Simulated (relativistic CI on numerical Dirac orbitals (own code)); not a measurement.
Crystal-field levels of Ru⁺, 4d7

Calculated by Dirac-Coulomb-Breit CI, orbitals from a KLI potential per configuration, QED by a radiative potential, one configuration in a parametric crystal field, unscaled Slater integrals (own radial code). With so little scaling, terms lie 10 to 35 % too far apart, which can change the order of excited levels.

Field parameters in Wybourne normalisation: D3d B²₀ = −7Dσ, B⁴₀ = −14Dq − 21Dτ, B⁴₃ = −14√(10/7) Dq; Oh B⁴₀ = 21Dq, B⁴₄ = √(5/14) B⁴₀. The field is a parameter set, without covalency.

S and J are read from ⟨S²⟩ = S(S + 1) and ⟨J²⟩ = J(J + 1) of each level; they are not fictitious spins.

Oh, 10Dq = 7250 cm⁻¹, the lowest 10 levels:

```tsv
E (cm⁻¹)	Degeneracy	Irrep	S	J
0.0	2	Γ6	1.50	4.34
529	4	Γ8	1.49	4.00
1372	4	Γ8	1.48	3.31
1707	2	Γ7	1.50	2.95
7215	2	Γ6	1.49	3.63
7262	4	Γ8	1.48	3.54
7386	4	Γ8	1.49	3.24
7764	2	Γ7	1.49	3.11
8804	4	Γ8	0.54	4.12
14033	4	Γ8	0.60	4.49
```

Principal g values of the ground doublet: 4.57, 4.57, 4.57.

Oh, 10Dq = 14300 cm⁻¹, the lowest 16 levels:

```csv
E (cm⁻¹),Degeneracy,Irrep,S,J
0.0,2,Γ6,1.50,4.24
246,4,Γ8,1.27,3.75
779,4,Γ8,1.38,3.58
1605,2,Γ7,1.50,2.90
2775,4,Γ8,1.03,3.68
12874,4,Γ8,1.08,3.84
13484,2,Γ6,1.34,3.86
13617,4,Γ8,1.33,3.68
13828,2,Γ7,1.26,3.29
14350,4,Γ8,0.92,4.26
14934,2,Γ6,0.77,4.56
15586,2,Γ7,0.89,3.54
15639,4,Γ8,0.96,3.70
18587,4,Γ8,0.57,2.91
19393,2,Γ6,0.53,2.55
23932,2,Γ7,1.45,2.62
```

Principal g values of the ground doublet: 4.39, 4.39, 4.39.

D3d, 10Dq = 27050, Dσ = 580, Dτ = -290 cm⁻¹, the lowest 16 levels:

```csv
E (cm⁻¹),Degeneracy,Irrep,S,J
0.0,2,Γ5+Γ6,0.52,3.95
119,2,Γ4,0.52,3.99
9849,2,Γ4,1.50,4.02
10120,2,Γ5+Γ6,1.50,3.70
10985,2,Γ4,1.50,3.69
11594,2,Γ4,1.50,3.03
11781,2,Γ5+Γ6,1.49,3.05
11935,2,Γ4,1.49,2.98
23457,2,Γ4,0.51,4.53
23705,2,Γ5+Γ6,0.51,4.48
24219,2,Γ4,0.51,4.42
24537,2,Γ5+Γ6,0.51,4.00
24707,2,Γ4,0.51,4.23
24929,2,Γ4,0.51,3.74
29094,2,Γ4,0.51,2.93
29130,2,Γ5+Γ6,0.51,2.87
```

Principal g values of the ground doublet: 0.00, 0.00, 1.87.

The free-ion ground term has S = 3/2. The field overcomes the spin-pairing energy for D3d, 10Dq = 27050, Dσ = 580, Dτ = -290 cm⁻¹, where the ground state has lower spin; these fields are assumed values.

Levels of this model without a field, named by their leading LS term: ⁴F9/2 0, ⁴F7/2 1408, ⁴F5/2 2366, ⁴F3/2 2994, ⁴P5/2 12754, ⁴P3/2 12871, ²G9/2 13118, ⁴P1/2 13724 cm⁻¹.
